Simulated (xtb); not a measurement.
CH3O3Re, triplet, geometry from GFN2-xTB (such geometries of metal compounds can be far from the true shape) (the multiplicity is a formal guess). Base run: xtb with GFN2-xTB.

Geometry (Å):
```xyz
8

Re     0.0320    -0.1205    -0.1234
O      1.4577     0.6610    -0.5681
O      0.6791    -0.7703     1.4056
O     -1.4112    -0.6848    -0.6952
C     -0.8636     1.6167     0.8484
H     -0.0791     2.1661     1.3661
H     -1.6079     1.2751     1.5667
H     -1.3326     2.2526     0.0979
```
Charge 0, spin multiplicity 3.
All else is at xtb's defaults.
Base energy -18.97012 Eh.

Variants of this job, named by their change:

| change | ΔE vs base (kcal/mol) | dipole (D) | G_solv (kcal/mol) | SCF cycles |
|---|---|---|---|---|
| base | 0.000 | 2.43 | - | 19 |
| acc = 1000 | 0.017 | 2.44 | - | 11 |
| alpb = hexane | -3.84 | 2.68 | -4.02 | 18 |
| gbsa = chcl3 | -7.30 | 2.98 | -7.89 | 19 |
| acc = 0.1 | 0.000 | 2.43 | - | 20 |
| alpb = methanol | -6.25 | 3.00 | -6.95 | 19 |
| file = coord | 0.000 | 2.43 | - | 19 |

ALPB and GBSA are two models with their own fitted parameters for each solvent, which aren't always the measured dielectric constant.
